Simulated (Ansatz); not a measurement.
Consider the substitution at a C–As bond: `OCC[AsH2]` + `N[SiH3]` → `OCCN[SiH3]` + `[AsH3]`.

Program: Ansatz. Geometries: PBE0-D4/def2-TZVP. ΔE: electronic, gas phase. CCSD(T)/CBS is the MP2 limit (def2-TZVPP, def2-QZVPP) plus CCSD(T) − MP2 in def2-TZVPP, frozen cores. This one scheme is used for every species. Functionals use def2-TZVPP. For As outer-core shells are correlated without core-valence functions, which leaves a few kJ/mol of doubt a bond. Scalar relativity is left out up to krypton. One conformer a species, not always the lowest.

`OCC[AsH2]`:

Z-matrix (Å, degrees):
```
C
C 1 1.509
O 1 1.412 2 108.8
H 1 1.099 2 109.7 3 -121.8
H 1 1.101 2 109.1 3 120.4
As 2 1.979 1 116.6 3 64.9
H 2 1.093 1 109.9 3 -56.7
H 2 1.093 1 109.7 3 -174.3
H 3 0.959 1 108.7 2 -176.2
H 6 1.526 2 95.0 1 51.1
H 6 1.519 2 95.8 1 -41.6
```

`N[SiH3]`:

Z-matrix (Å, degrees):
```
Si
N 1 1.720
H 1 1.486 2 107.9
H 1 1.494 2 116.0 3 -120.3
H 1 1.486 2 107.9 3 119.4
H 2 1.007 1 119.6 3 -168.6
H 2 1.007 1 119.6 3 49.2
```

`OCCN[SiH3]`:

Cartesian coordinates in Å:
```
O -1.354 -1.995 0.317
C 0.004 -1.801 -0.032
C 0.489 -0.418 0.350
N -0.310 0.598 -0.291
Si 0.179 2.229 -0.483
H -1.417 -2.029 1.276
H 0.646 -2.565 0.426
H 0.050 -1.918 -1.117
H 1.535 -0.312 0.038
H 0.482 -0.333 1.451
H -1.295 0.380 -0.255
H -0.851 2.912 -1.308
H 1.503 2.255 -1.164
H 0.340 2.997 0.791
```

`[AsH3]`:

```xyz
4

As    0.593    0.063    0.219
H    -0.651    0.321    1.056
H     0.034    0.856   -0.953
H     0.023   -1.240   -0.323
```

```json
{"level": "LDA (SPW92)", "ΔE (kJ/mol)": "21.3"}
{"level": "HF/def2-TZVPP", "ΔE (kJ/mol)": "27.6"}
```

(1) What does CCSD(T)/CBS give? (An estimate is asked.)

Largest T1 diagnostic among the species: 0.011.

Results:

(1) Ansatz gave: +36.4 kJ/mol. The listed levels differ from it by -15.1, -8.8 kJ/mol.

At CCSD(T), def2-SVP lies −26.9 kJ/mol from the extrapolated value and def2-TZVPP −1.8 kJ/mol. In def2-TZVPP, CCSD(T) changes the Hartree–Fock value by +7.0 kJ/mol (the triples alone add +0.7 kJ/mol) and MP2 by +13.7 kJ/mol. Leaving LDA and LC-ωPBE aside and taking each functional with its dispersion term where it has one, the values, not all of them listed here, spread over 8.1 kJ/mol, from CAM-B3LYP-D4 to PBE-QIDH. LDA lies −8.7 kJ/mol from PBE without D4.
